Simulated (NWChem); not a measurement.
System: CBr₂F₂; SMILES FC(F)(Br)Br

The following NWChem deck was run.

```
start job
memory heap 200 mb stack 900 mb global 1100 mb
geometry units angstroms
  F     -0.083047    -1.522659    -0.993404
  C     -0.044507    -0.694279     0.036055
  F     -0.104965    -1.410158     1.145721
  Br    -1.577701     0.502498    -0.042594
  Br     1.629094     0.299184     0.000958
end
basis spherical
  * library def2-svp
end
dft
  xc xpbe96 cpbe96
  disp vdw 4
  iterations 150
end
driver
  maxiter 120
end
task dft optimize
task dft freq
```

Excerpt of the output:

```
             Northwest Computational Chemistry Package (NWChem) 7.3.0
             --------------------------------------------------------

 C2V symmetry detected

                             Geometry "geometry" -> ""
                             -------------------------

 Output coordinates in angstroms (scale by  1.889725989 to convert to a.u.)

  No.       Tag          Charge          X              Y              Z
 ---- ---------------- ---------- -------------- -------------- --------------
    1 F                    9.0000     0.00000000    -1.07109671    -1.44468177
    2 C                    6.0000     0.00000000     0.00000000    -0.66992865
    3 F                    9.0000     0.00000000     1.07109671    -1.44468177
    4 Br                  35.0000     1.60676441     0.00000000     0.42891205
    5 Br                  35.0000    -1.60676441     0.00000000     0.42891205

 Effective nuclear repulsion energy (a.u.)     626.9552189861

      Symmetry information
      --------------------

 Group name             C2v
 Group number             16
 Group order               4
 No. of unique centers     3

                                Z-matrix (autoz)
                                --------

 Units are Angstrom for bonds and degrees for angles

      Type          Name      I     J     K     L     M      Value
      ----------- --------  ----- ----- ----- ----- ----- ----------
    1 Stretch                  1     2                       1.32193
    2 Stretch                  2     3                       1.32193
    3 Stretch                  2     4                       1.94657
    4 Stretch                  2     5                       1.94657
    5 Bend                     1     2     3               108.24154
    6 Bend                     1     2     4               109.31987
    7 Bend                     1     2     5               109.31987
    8 Bend                     3     2     4               109.31987
    9 Bend                     3     2     5               109.31987
   10 Bend                     4     2     5               111.26479

  pbe96 is a nonlocal functional; adding pw91lda local functional.

                           NWChem Geometry Optimization
                           ----------------------------

 maximum gradient threshold         (gmax) =   0.000450
 rms gradient threshold             (grms) =   0.000300
 maximum cartesian step threshold   (xmax) =   0.001800
 rms cartesian step threshold       (xrms) =   0.001200
 fixed trust radius                (trust) =   0.300000
 source of zmatrix                         =   autoz

          -------------------
          Energy Minimization
          -------------------

 Using diagonal initial Hessian
 Scaling for Hessian diagonals: bonds = 1.00  angles = 0.25  torsions = 0.10

          --------
          Step   0

                                 NWChem DFT Module
                                 -----------------

 Summary of "ao basis" -> "ao basis" (spherical)
 ------------------------------------------------------------------------------
       Tag                 Description            Shells   Functions and Types
 ---------------- ------------------------------  ------  ---------------------
 F                          def2-svp                 6       14   3s2p1d
 C                          def2-svp                 6       14   3s2p1d
 Br                         def2-svp                12       32   5s4p3d

      Symmetry analysis of basis
      --------------------------

        a1         39
        a2         15
        b1         29
        b2         23

            General Information
            -------------------
          SCF calculation type: DFT
          Wavefunction type:  closed shell.
          No. of atoms     :     5
          No. of electrons :    94
           Alpha electrons :    47
            Beta electrons :    47
          Charge           :     0
          Spin multiplicity:     1
          Use of symmetry is: on ; symmetry adaption is: on
          Maximum number of iterations: 150
          AO basis - number of functions:   106
                     number of shells:    42
          Convergence on energy requested:  1.00D-06
          Convergence on density requested:  1.00D-05
          Convergence on gradient requested:  5.00D-04

              XC Information
              --------------
          PerdewBurkeErnzerhof Exchange Functional  1.000
            Perdew 1991 LDA Correlation Functional  1.000 local
           PerdewBurkeErnz. Correlation Functional  1.000 non-local

             Grid Information
             ----------------
          Grid used for XC integration:  medium
          Radial quadrature: Mura-Knowles
          Angular quadrature: Lebedev.
          Tag              B.-S. Rad. Rad. Pts. Rad. Cut. Ang. Pts.
          ---              ---------- --------- --------- ---------
          F                   0.50       49           8.0       434
          C                   0.70       49           7.0       434
          Br                  1.15      112           9.0       590
          Grid pruning is: on
          Number of quadrature shells:   210
          Spatial weights used:  Erf1

           DFT-D3BJ Model
          s6 scale factor  :        1.000000000000
          s8 scale factor  :        0.787500000000
          a1 parameter     :        0.428900000000
          a2 parameter     :        4.440700000000
              vdW contrib  :       -0.004541534335

      Superposition of Atomic Density Guess
      -------------------------------------

 Sum of atomic energies:       -5380.38145030

      Non-variational initial energy
      ------------------------------

 Total energy =   -5381.538860
 1-e energy   =   -8744.710224
 2-e energy   =    2736.216146
 HOMO         =      -0.351538
 LUMO         =       0.033355

      Symmetry analysis of molecular orbitals - initial
      -------------------------------------------------

  Numbering of irreducible representations:

     1 a1          2 a2          3 b1          4 b2

  Orbital symmetries:

     1 b1          2 a1          3 b1          4 a1          5 b1
     6 a1          7 b1          8 a2          9 b2         10 a1
    11 a1         12 b2         13 a1         14 a1         15 b1
    16 a1         17 b1         18 a1         19 b2         20 b1
    21 a2         22 a1         23 b1         24 a1         25 b2
    26 a2         27 b1         28 a1         29 b2         30 a2
    31 b1         32 a1         33 b2         34 a1         35 b1
    36 a1         37 b2         38 a1         39 b1         40 a2
    41 b2         42 a1         43 b1         44 a1         45 b2
    46 a2         47 b1         48 a1         49 b1         50 b2
    51 a1         52 a1         53 b1         54 a1         55 b1
    56 a2         57 a1

   convergence    iter        energy       DeltaE   RMS-Dens  Diis-err
 ---------------- ----- ----------------- --------- --------- ---------
 d= 0,ls=0.0,diis     1  -5384.0212486271 -6.01D+03  2.66D-02  2.37D+00
 d= 0,ls=0.0,diis     2  -5382.9297387075  1.09D+00  1.99D-02  1.30D+01
 d= 0,ls=0.0,diis     3  -5384.2815386968 -1.35D+00  3.94D-03  3.58D-02
 d= 0,ls=0.0,diis     4  -5384.2782468557  3.29D-03  2.00D-03  6.61D-02
 d= 0,ls=0.0,diis     5  -5384.2867893227 -8.54D-03  2.47D-04  2.64D-03
  Resetting Diis
 d= 0,ls=0.0,diis     6  -5384.2869995824 -2.10D-04  3.34D-05  1.65D-05
 d= 0,ls=0.0,diis     7  -5384.2870011495 -1.57D-06  1.46D-05  1.18D-06
 d= 0,ls=0.0,diis     8  -5384.2870011834 -3.39D-08  7.70D-06  8.00D-07

         Total DFT energy =    -5384.287001183426
      One electron energy =    -8742.744973819335
           Coulomb energy =     2939.473449341361
    Exchange-Corr. energy =     -207.966154157264
 Nuclear repulsion energy =      626.955218986148

    Dispersion correction =       -0.004541534335

 Numeric. integr. density =       93.999993649835

                  Occupations of the irreducible representations
                  ----------------------------------------------

                     irrep           alpha         beta
                     --------     --------     --------
                     a1               18.0         18.0
                     a2                6.0          6.0
                     b1               14.0         14.0
                     b2                9.0          9.0

                       DFT Final Molecular Orbital Analysis
                       ------------------------------------

[...]

      ----------------------
      Optimization converged
      ----------------------

  Step       Energy      Delta E   Gmax     Grms     Xrms     Xmax
  ---- ---------------- -------- -------- -------- -------- --------
@    4   -5384.28751111 -3.4D-07  0.00002  0.00001  0.00079  0.00140
                                     ok       ok       ok       ok

                                Z-matrix (autoz)
                                --------

 Units are Angstrom for bonds and degrees for angles

      Type          Name      I     J     K     L     M      Value     Gradient
      ----------- --------  ----- ----- ----- ----- ----- ---------- ----------
    1 Stretch                  1     2                       1.33432   -0.00000
    2 Stretch                  2     3                       1.33432   -0.00000
    3 Stretch                  2     4                       1.96207   -0.00002
    4 Stretch                  2     5                       1.96207   -0.00002
    5 Bend                     1     2     3               108.73927    0.00001
    6 Bend                     1     2     4               109.20065   -0.00001
    7 Bend                     1     2     5               109.20065   -0.00001
    8 Bend                     3     2     4               109.20065   -0.00001
    9 Bend                     3     2     5               109.20065   -0.00001
   10 Bend                     4     2     5               111.25872    0.00002

                         Geometry "geometry" -> "geometry"
                         ---------------------------------

 Output coordinates in angstroms (scale by  1.889725989 to convert to a.u.)

  No.       Tag          Charge          X              Y              Z
 ---- ---------------- ---------- -------------- -------------- --------------
    1 F                    9.0000     0.00000000    -1.08452255    -1.44975160
    2 C                    6.0000     0.00000000     0.00000000    -0.67243999
    3 F                    9.0000     0.00000000     1.08452255    -1.44975160
    4 Br                  35.0000     1.61950188     0.00000000     0.43523756
    5 Br                  35.0000    -1.61950188     0.00000000     0.43523756

 Effective nuclear repulsion energy (a.u.)     621.9078917525

      Symmetry information
      --------------------

 Group name             C2v
 Group number             16
 Group order               4
 No. of unique centers     3

                Final and change from initial internal coordinates
                --------------------------------------------------

                                Z-matrix (autoz)
                                --------

 Units are Angstrom for bonds and degrees for angles

      Type          Name      I     J     K     L     M      Value       Change
      ----------- --------  ----- ----- ----- ----- ----- ---------- ----------
    1 Stretch                  1     2                       1.33432    0.01239
    2 Stretch                  2     3                       1.33432    0.01239
    3 Stretch                  2     4                       1.96207    0.01550
    4 Stretch                  2     5                       1.96207    0.01550
    5 Bend                     1     2     3               108.73927    0.49773
    6 Bend                     1     2     4               109.20065   -0.11922
    7 Bend                     1     2     5               109.20065   -0.11922
    8 Bend                     3     2     4               109.20065   -0.11922
    9 Bend                     3     2     5               109.20065   -0.11922
   10 Bend                     4     2     5               111.25872   -0.00607

 ==============================================================================
                                internuclear distances
 ------------------------------------------------------------------------------
       center one      |      center two      | atomic units |  angstroms
 ------------------------------------------------------------------------------
    2 C                |   1 F                |     2.52149  |     1.33432
    3 F                |   2 C                |     2.52149  |     1.33432
    4 Br               |   2 C                |     3.70778  |     1.96207
    5 Br               |   2 C                |     3.70778  |     1.96207
 ------------------------------------------------------------------------------
                         number of included internuclear distances:          4
 ==============================================================================

[second-derivative integrals and response iterations left out]

  Vibrational analysis via the FX method

  See chapter 2 in "Molecular Vibrations" by Wilson, Decius and Cross

  Vib: Default input used

[...]

 Rotational Constants
 --------------------
 A=   0.105322 cm-1  (  0.151531 K)
 B=   0.036339 cm-1  (  0.052283 K)
 C=   0.031535 cm-1  (  0.045371 K)

 Temperature                      =   298.15K
 frequency scaling parameter      =   1.0000

 Zero-Point correction to Energy  =    7.244 kcal/mol  (  0.011545 au)
 Thermal correction to Energy     =   10.605 kcal/mol  (  0.016900 au)
 Thermal correction to Enthalpy   =   11.197 kcal/mol  (  0.017844 au)

 Total Entropy                    =   78.228 cal/mol-K
   - Translational                =   41.908 cal/mol-K (mol. weight = 209.8298)
   - Rotational                   =   27.592 cal/mol-K (symmetry #  =        2)
   - Vibrational                  =    8.727 cal/mol-K

 Cv (constant volume heat capacity) =   16.631 cal/mol-K
   - Translational                  =    2.979 cal/mol-K
   - Rotational                     =    2.979 cal/mol-K
   - Vibrational                    =   10.672 cal/mol-K

[normal modes left out]

 ----------------------------------------------------------------------------
 Normal Eigenvalue ||           Projected Infra Red Intensities
  Mode   [cm**-1]  || [atomic units] [(debye/angs)**2] [(KM/mol)] [arbitrary]
 ------ ---------- || -------------- ----------------- ---------- -----------
    1       -0.000 ||    0.000011           0.000         0.011       0.002
    2       -0.000 ||    0.000000           0.000         0.000       0.000
    3       -0.000 ||    0.000003           0.000         0.003       0.001
    4       -0.000 ||    0.000001           0.000         0.001       0.000
    5       -0.000 ||    0.000001           0.000         0.001       0.000
    6       -0.000 ||    0.000003           0.000         0.002       0.000
    7      157.684 ||    0.000053           0.001         0.052       0.009
    8      268.035 ||    0.000000           0.000         0.000       0.000
    9      312.050 ||    0.002440           0.056         2.379       0.395
   10      323.808 ||    0.001239           0.029         1.208       0.201
   11      357.228 ||    0.000084           0.002         0.082       0.014
   12      616.369 ||    0.011494           0.265        11.205       1.860
   13      766.903 ||    0.401458           9.262       391.361      64.968
   14     1091.069 ||    0.310534           7.164       302.723      50.254
   15     1176.791 ||    0.199571           4.604       194.552      32.297
 ----------------------------------------------------------------------------
```

Level: PBE-D3(BJ)/def2-SVP. This build's default masses of Se (78.918 u) and Br (79.917 u) are each other's, which moves their modes by up to 0.6 %.
